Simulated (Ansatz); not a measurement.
Cost and result for the atomization energy of CH$_{4}$F$_{3}$GeN, SMILES `C[NH][Ge]([F])([F])[F]` (10 atoms, 9 bonds).

```xyz
10

C     0.3192   -0.7234   -1.2205
N    -0.5697    0.1094   -0.4239
Ge   -0.1780    0.5610    1.2507
F     0.1136   -0.8360    2.1881
F    -1.4725    1.4365    1.9358
F     1.2146    1.5290    1.5011
H     0.7394   -1.5123   -0.5946
H    -0.2523   -1.2110   -2.0130
H     1.1472   -0.1703   -1.6759
H    -1.0615    0.8171   -0.9478
```

The species carries charge 0 and has multiplicity 1. Correlated methods include outer-core shells of Ge, which these sets cover unevenly. Scalar relativity is left out up to krypton. All single points use the PBE0-D4/def2-TZVP geometry. It is one conformer, not always the lowest. Program: Ansatz. All runs use 4 threads of an Arm Neoverse V2 on a shared host. Times are those of one run each, without the atoms' runs, and a repeat can differ threefold. Electronic energies, without spin–orbit coupling; frozen cores. CCSD(T)/CBS adds CCSD(T) − MP2 in def2-TZVPP to the MP2 limit, and its time is that of the two runs behind it. T1 = 0.012. With those shells the extrapolation isn't a true limit. HSE06 is the plane-wave form, built on full-range PBE exchange.

CCSD(T)/CBS is a level of theory with its own doubt, some kJ/mol a heavy atom from the limit and from the frozen cores, so smaller differences don't rank the functionals.

```csv
level,functions,wall time
LDA (SPW92)/def2-TZVPP,259,1.6 s
revPBE-D4/def2-TZVPP,259,2.6 s
PBE0-D4/def2-TZVPP,259,4.1 s
HSE06-D4/def2-TZVPP,259,4.5 s
BHLYP-D4/def2-TZVPP,259,4.6 s
r2SCAN-D4/def2-TZVPP (with forces),259,6.5 s
B2PLYP/def2-TZVPP,259,8 s
ωB97X-V/def2-TZVPP,259,10 s
B97M-V/def2-TZVPP,259,12 s
CCSD(T)/def2-SVP,122,20 s
MP2/def2-QZVPP,494,35 s
CCSD(T)/def2-TZVPP,259,8.7 min
CCSD(T)/CBS(def2),–,9.3 min
```

(1) What atomization energy does each give, and how far from CCSD(T)/CBS? (Estimate.)

Answers

(1) Ansatz gave: 
| level | atomization (kcal/mol) | difference from CCSD(T)/CBS | per bond |
| --- | --- | --- | --- |
| LDA (SPW92)/def2-TZVPP | 1042.7 | 143.6 | 15.9 |
| revPBE-D4/def2-TZVPP | 886.0 | -13.1 | -1.5 |
| PBE0-D4/def2-TZVPP | 889.2 | -9.9 | -1.1 |
| HSE06-D4/def2-TZVPP | 889.8 | -9.3 | -1.0 |
| BHLYP-D4/def2-TZVPP | 854.6 | -44.5 | -4.9 |
| r2SCAN-D4/def2-TZVPP (with forces) | 895.3 | -3.8 | -0.4 |
| B2PLYP/def2-TZVPP | 886.5 | -12.6 | -1.4 |
| ωB97X-V/def2-TZVPP | 900.2 | 1.1 | 0.1 |
| B97M-V/def2-TZVPP | 895.9 | -3.2 | -0.4 |
| CCSD(T)/def2-SVP | 838.1 | -61.0 | -6.8 |
| MP2/def2-QZVPP | 917.5 | 18.4 | 2.0 |
| CCSD(T)/def2-TZVPP | 875.5 | -23.6 | -2.6 |
| CCSD(T)/CBS(def2) | 899.1 | 0.0 | 0.0 |

From PBE to PBE0 (25 % exact exchange), in def2-TZVPP and without D4, the atomization energy moves by −24.9 kcal/mol: exact exchange takes away binding that semilocal exchange gives to molecules. In def2-TZVPP, CCSD(T) changes the Hartree–Fock value by +249.9 kcal/mol (the triples alone add +15.7 kcal/mol) and MP2 by +277.4 kcal/mol; breaking electron pairs costs correlation energy, which Hartree–Fock lacks. Leaving LDA and LC-ωPBE aside and taking each functional with its dispersion term where it has one, the values, not all of them listed here, spread over 60.1 kcal/mol, from BHLYP-D4 to PBE-D4. LDA lies +132.5 kcal/mol from PBE without D4, its usual overbinding.

For some Ge, Se and Sn compounds the MP2-based and the directly extrapolated limit differ by 10 to 25 kJ/mol.
